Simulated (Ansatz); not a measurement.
C2H10N2Si can be A, `CN(C)N[SiH3]`, or B, `CN[SiH](C)N`.

Isolated molecules relaxed with PBE0-D4/def2-TZVP in Ansatz; ΔE leaves out vibrations. CCSD(T)/CBS is the MP2 limit (def2-TZVPP, def2-QZVPP) plus CCSD(T) − MP2 in def2-TZVPP, frozen cores. DFT in def2-TZVPP. B3LYP here is the variant with VWN-RPA as its local correlation; programs differ in this. One conformer a species, not always the lowest.

Problem. Which is lower in electronic energy at CCSD(T)/CBS, and by how much? (Estimate.)

Solution. The calculation gave: B, by 71.2 kcal/mol.

Problem. Give E(B) − E(A) in kcal/mol with B3LYP, CCSD(T)/def2-TZVPP, CCSD/def2-TZVPP, MP2/def2-TZVPP, PBE0-D4, HF/def2-TZVPP, B2PLYP. (An estimate is asked.)

Solution. The calculation gave: B3LYP -69.0, CCSD(T)/def2-TZVPP -69.7, CCSD/def2-TZVPP -70.3, MP2/def2-TZVPP -72.5, PBE0-D4 -68.7, HF/def2-TZVPP -70.8, B2PLYP -70.4. None reverses the order clearly.

Largest T1 diagnostic: 0.010.

From PBE to PBE0 (25 % exact exchange), in def2-TZVPP and without D4, E(B) − E(A) moves by −2.1 kcal/mol.
